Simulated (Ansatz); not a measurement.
`[NH2][Al]([OH])[Br]` + `O[SiH2][SiH3]` → `[NH2][AlH][OH]` + `O[SiH2][SiH2]Br`  (redistribution)

Computed with Ansatz on PBE0-D4/def2-TZVP structures; ΔE is electronic, products minus reactants. CBS: MP2 limit from def2 TZ/QZ plus the TZ coupled-cluster correction, frozen cores. This one scheme is used for every species. Functionals use def2-TZVPP. For Br outer-core shells are correlated without core-valence functions, which leaves a few kJ/mol of doubt a bond. Scalar relativity is left out up to krypton. Each species was taken in one conformer, which may not be the lowest.

```json
{"level": "revPBE", "ΔE (kJ/mol)": "62.8"}
{"level": "CCSD/CBS(def2)", "ΔE (kJ/mol)": "66.3"}
```

(1) What does CCSD(T)/CBS give? (Best estimate.)

Largest T1 diagnostic among the species: 0.012.

Results:

(1) Computed: +65.0 kJ/mol. The listed levels differ from it by -2.2, 1.3 kJ/mol.

In def2-TZVPP, CCSD(T) changes the Hartree–Fock value by −5.4 kJ/mol (the triples alone add −1.3 kJ/mol) and MP2 by −7.1 kJ/mol. Leaving LDA and LC-ωPBE aside and taking each functional with its dispersion term where it has one, the values, not all of them listed here, spread over 10.3 kJ/mol, from B97M-V to r2SCAN0-D4.
